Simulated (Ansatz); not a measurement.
Consider the formal exchange of groups at the Si–Sb bond: `N[SiH2][SbH][OH]` + `CC(O)F` → `CC(F)[SiH2]N` + `[OH][SbH][OH]`.

Program: Ansatz. Geometries: PBE0-D4/def2-TZVP. ΔE: electronic, gas phase. CCSD(T)/CBS adds triple-zeta CCSD(T) − MP2 to the extrapolated MP2 energy (def2 sets, frozen cores). DFT in def2-TZVPP. Elements past krypton have def2 core potentials. For Sb outer-core shells are correlated without core-valence functions, which leaves a few kJ/mol of doubt a bond. Each species was taken in one conformer, which may not be the lowest.

| level | ΔE (kJ/mol) |
| --- | --- |
| PBE | -9.4 |
| MP2/def2-QZVPP | -23.6 |

Q: What does CCSD(T)/CBS give? (Best estimate.)

A: The calculation gave: -20.0 kJ/mol. The listed levels differ from it by 10.6, -3.6 kJ/mol.

Largest T1 diagnostic among the species: 0.015.

In def2-TZVPP, CCSD(T) changes the Hartree–Fock value by −8.7 kJ/mol (the triples alone add −1.5 kJ/mol) and MP2 by −13.1 kJ/mol. From PBE to PBE0 (25 % exact exchange), in def2-TZVPP and without D4, ΔE moves by +6.3 kJ/mol.
